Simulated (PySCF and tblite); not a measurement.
Values are calculated unless marked as measured or tabulated.
System: C₇H₇F, numbered as in [F:1][CH:2]1[CH:3]=[CH:4][CH:5]=[CH:6][CH:7]=[CH:8]1.

For the inversion of the 7-membered ring (2–3–4–5–6–7–8): electronic barrier 3.26 kcal/mol, zero-point change 0.31 kcal/mol, thermal and entropy terms at 200 K a further 0.14 kcal/mol (symmetry numbers apart). The minimum is Cs, the saddle Cs. The path came from a restrained scan, a climbing-image band and a saddle search at GFN2-xTB; energies are CAM-B3LYP/pcSseg-1 + D3(BJ)//GFN2-xTB, thermal terms GFN2-xTB. Rates follow Eyring's equation with the number of equivalent paths and no tunnelling. Programs: tblite and PySCF.

(1) How many equivalent paths lead out of the minimum?

(2) Work out the rate at 200 K.

Results:

(1) 1: the symmetry number of the minimum is 1, that of the saddle displaced along its mode 1.

(2) ΔG‡ = 3.71 kcal/mol; k_B T/h = 4.2×10¹² s⁻¹; exp(−ΔG‡/RT) = 8.8×10⁻⁵; times 1 gives k = 3.6×10⁸ s⁻¹. Wigner's tunnelling factor for the 72i cm⁻¹ mode would be 1.01.
